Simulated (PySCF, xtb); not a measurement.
CH6ClNO2Si, SMILES NC[Si](O)(O)Cl. One conformer was computed; it need not be the lowest.

Harmonic wavenumbers (cm⁻¹) from xtb with GFN2-xTB at its own minimum, in rising order: 36, 113, 150, 184, 209, 249, 263, 286, 321, 357, 455, 698, 758, 797, 808, 891, 946, 1012, 1046, 1101, 1285, 1319, 1467, 1569, 2950, 2969, 3382, 3413, 3638, 3686.

Question: What does B3LYP-D3(BJ)/def2-SVP run with PySCF 2.14.0 give at its own minimum? (An estimate is asked for; the answer gives what the named calculation found.)

Answer: 68, 121, 149, 185, 213, 252, 290, 326, 336, 392, 491, 702, 727, 788, 814, 891, 917, 964, 1085, 1087, 1279, 1371, 1421, 1641, 3026, 3076, 3483, 3558, 3874, 3881. Paired by order, the mean absolute difference is 47 cm⁻¹ and the zero-point energies are 52.0 and 53.5 kcal/mol.
